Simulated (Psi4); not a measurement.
InO (SMILES [O]=[In]), doublet, at a GFN2-xTB geometry (such geometries of metal compounds can be far from the true shape) (all electrons, no relativity). Base run: B3LYP/3-21G (Psi4).

Geometry (Å):
```xyz
2

In     0.0000     0.0000    -0.2593
O      0.0000     0.0000     1.5879
```
Charge 0, spin multiplicity 2.
Orbitals are unrestricted.
All else is at Psi4's defaults, with exact integrals.
Base energy -5792.36128 Eh.

The base run was repeated with changes; each row names its change, and settings that it needs were set with it.

```json
[
 {"change": "base", "ΔE vs base (µEh)": "0.0", "SCF cycles": "11", "grid points": "42647", "basis functions": "42", "outcome": "converged"},
 {"change": "puream = false", "ΔE vs base (µEh)": "0.0", "SCF cycles": "11", "grid points": "42647", "basis functions": "42", "outcome": "converged"},
 {"change": "damping_percentage = 50", "ΔE vs base (µEh)": "-", "SCF cycles": "-", "grid points": "-", "basis functions": "42", "outcome": "not converged"},
 {"change": "d_convergence = 1e-10", "ΔE vs base (µEh)": "0.0", "SCF cycles": "16", "grid points": "42647", "basis functions": "42", "outcome": "converged"},
 {"change": "dft_basis_tolerance = 1e-8", "ΔE vs base (µEh)": "0.0", "SCF cycles": "11", "grid points": "41567", "basis functions": "42", "outcome": "converged"},
 {"change": "dft_radial_points = 150", "ΔE vs base (µEh)": "-204", "SCF cycles": "11", "grid points": "84725", "basis functions": "42", "outcome": "converged"},
 {"change": "dft_radial_scheme = multiexp", "ΔE vs base (µEh)": "-141", "SCF cycles": "11", "grid points": "44972", "basis functions": "42", "outcome": "converged"},
 {"change": "guess = sadno", "ΔE vs base (µEh)": "0.0", "SCF cycles": "13", "grid points": "42647", "basis functions": "42", "outcome": "converged"},
 {"change": "guess = huckel", "ΔE vs base (µEh)": "0.0", "SCF cycles": "12", "grid points": "42647", "basis functions": "42", "outcome": "converged"},
 {"change": "guess = gwh", "ΔE vs base (µEh)": "0.0", "SCF cycles": "15", "grid points": "42647", "basis functions": "42", "outcome": "converged"},
 {"change": "dft_spherical_points = 434", "ΔE vs base (µEh)": "3.1", "SCF cycles": "11", "grid points": "61327", "basis functions": "42", "outcome": "converged"},
 {"change": "dft_spherical_points = 110", "ΔE vs base (µEh)": "-146", "SCF cycles": "11", "grid points": "15529", "basis functions": "42", "outcome": "converged"}
]
```

Open shells are given as the SCF converged; they aren't shown to be the lowest states, and a large step between rows can be another state.
